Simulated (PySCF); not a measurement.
Compound: C₃H₅F₃Si.
Atom-mapped SMILES: `[F:1][C:2]([F:3])([F:4])[C@H:5]1[CH2:6][SiH2:7]1` (hydrogens: H8 on C5; H9, H10 on C6; H11, H12 on Si7)

The calculation used PBE0-D3(BJ)/def2-SVP geometry optimisation, gas phase (PySCF 2.14.0).

What internal coordinates does the optimisation give?

| bond | length (Å) | order |
| --- | --- | --- |
| F1–C2, C2–F3, C2–F4 | 1.340 | single |
| C2–C5 | 1.491 | single |
| C5–C6 | 1.536 | single |
| C6–Si7 | 1.859 | single |
| C5–Si7 | 1.870 | single |
| C5–H8 | 1.096 | single |
| C6–H9 | 1.094 | single |
| C6–H10 | 1.096 | single |
| Si7–H11 | 1.480 | single |
| Si7–H12 | 1.482 | single |

Bonds in one row agree within 0.01 Å and their mean is given. Orders are formal, as drawn. A selection of angles:
| angle | degrees |
| --- | --- |
| F1–C2–F3 | 107.5 |
| F1–C2–C5 | 111.5 |
| C2–C5–C6 | 118.0 |
| C2–C5–Si7 | 122.9 |
| C2–C5–H8 | 110.9 |
| C6–C5–Si7 | 65.3 |
| C6–C5–H8 | 115.8 |
| Si7–C5–H8 | 116.9 |
| C5–C6–Si7 | 66.1 |
| C5–C6–H9 | 116.7 |
| C5–C6–H10 | 115.3 |
| Si7–C6–H9 | 121.3 |
| Si7–C6–H10 | 116.7 |
| H9–C6–H10 | 112.9 |
| C6–Si7–H11 | 119.2 |
| C6–Si7–H12 | 119.6 |
| C5–Si7–C6 | 48.6 |
| C5–Si7–H11 | 119.1 |
| C5–Si7–H12 | 116.6 |
| H11–Si7–H12 | 116.5 |

Dihedral angles: F1–C2–C5–C6 -44° (synclinal); C2–C5–C6–Si7 116° (anticlinal); C2–C5–Si7–C6 -108° (anticlinal).

Si7 (SiH2 silicon) has angles from 48.6° to 119.6°. Of the pairs four or more bonds apart, F1···H10 is among the closest relative to their van der Waals radii: 2.57 Å, 96 % of the sum of Bondi's values. The C–C distances run from 1.491 Å (C2–C5, drawn single) to 1.536 Å (C5–C6, drawn single), a spread of 0.045 Å. The 3-membered ring C5–C6–Si7 has internal angles of 48.6° to 66.1°.

Point group: C1 (no symmetry element, even within 0.4 Å). Stationary, but not proved a minimum.

The run took 1.7 min wall on one thread, Arm Neoverse V1 (aarch64) (shared host), and the process peaked at 0.54 GiB of memory. That covers the optimisation of the geometry.
